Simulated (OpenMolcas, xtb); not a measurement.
**How methods differ on CH5Ge (SMILES [CH3][GeH2])**

The species is CH5Ge (7 atoms), meant as a doublet with charge 0. As SMILES, `[CH3][GeH2]`. The coordinates come from a PBE0-D4/def2-TZVP relaxation.

```xyz
7

C    -0.2476   -0.8093   -0.2064
Ge    0.3960    0.8248    0.6630
H    -1.1532   -1.1664    0.2838
H     0.5131   -1.5881   -0.1570
H    -0.4732   -0.6034   -1.2556
H    -0.6731    1.9408    0.6212
H     1.6992    1.3337    0.0053
```

Quantity: the vertical ionisation energy (to the singlet cation), in eV. The values are calculated.

```
             level            kind     program  value (eV)
          GFN2-xTB  semi-empirical         xtb       11.98
     UHF/def2-TZVP    Hartree–Fock  OpenMolcas        7.75
  USVWN5/def2-TZVP             LDA  OpenMolcas        8.15
U-revPBE/def2-TZVP             GGA  OpenMolcas        8.03
  UM06-L/def2-TZVP        meta-GGA  OpenMolcas        7.89
   UPBE0/def2-TZVP   global hybrid  OpenMolcas        8.17
```

All-electron rows without a relativistic Hamiltonian named are non-relativistic. The values span 7.75 to 11.98 eV. The xTB values lack the empirical shift that such differences need.
